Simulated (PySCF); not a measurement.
**Sb²⁺: ionisation energy**

Sb²⁺ [Kr] 4d10 5s2 5p1 (2P) → Sb³⁺ [Kr] 4d10 5s2 (1S), as a difference of total energies. Calculation: PySCF 2.14, in aug-cc-pVDZ-PP with ECP28MDF; scalar relativity through the core potential. Correlated levels: valence: 4s2 4p6 4d10 frozen. The calculations carry no spin-orbit coupling.

| method | ionisation energy (eV) | difference from reference (eV) |
| --- | --- | --- |
| UHF | 24.106 | -1.217 |
| TPSS | 24.656 | -0.667 |
| BP86 | 24.848 | -0.475 |
| MP2 (valence) | 24.241 | -1.082 |
| SCS-MP2 (valence) | 24.224 | -1.099 |
| CCSD (valence) | 24.313 | -1.010 |
| CCSD(T) (valence) | 24.323 | -1.000 |

Reference: 25.323 eV (measured; NIST Atomic Spectra Database, ionization energies).

The reference lies between the lowest fine-structure levels, while these numbers refer to the centres of the terms.

Errors of the correlated levels include the incompleteness of this basis and the frozen core.
